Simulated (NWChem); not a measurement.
System: AlPH4; SMILES [AlH2][PH2]

```xyz
6

Al    -0.0190     1.1968     0.0000
H     -0.0632     1.9762    -1.3851
H     -0.0632     1.9762     1.3851
P     -0.0893    -1.1289     0.0000
H      0.8565    -1.2885    -1.0579
H      0.8565    -1.2885     1.0579
```
Atoms are numbered in this order, from 1.

Results from NWChem. Geometry: optimised at PBE0/def2-SVP. Ions are spin-unrestricted doublets at the neutral geometry; other ion states weren't tried.

Task: Order these by “−ε(HOMO) (eV)”, lowest first: PBE/def2-SVP; PBE0/def2-SVP; r2SCAN/def2-SVP; M06-2X/def2-SVP; B3LYP/def2-SVP.

Result: PBE/def2-SVP (6.14), r2SCAN/def2-SVP (6.40), B3LYP/def2-SVP (6.95), PBE0/def2-SVP (7.21), M06-2X/def2-SVP (8.14)
